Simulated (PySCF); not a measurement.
## Correlation energy of Sc (scandium, neutral)

[Ar] 3d1 4s2, 2D determinant. All numbers are calculated (PySCF 2.14, the non-relativistic Hamiltonian (point nucleus), in cc-pVDZ (6s5p3d1f, 43 functions)). Frozen: [Ar]; 3 electrons correlated.

MP2 pair energies summed by pair of shells (mhartree):

| pair | energy | share (%) |
| --- | --- | --- |
| 4s-4s | -19.77 | 75.2 |
| 3d-4s | -6.53 | 24.8 |

Total MP2 correlation energy: -26.30 mhartree.

Same-spin part -2.41 and opposite-spin part -23.89 mhartree; SCS-MP2 scales them by 1/3 and 6/5 to -29.47 mhartree.
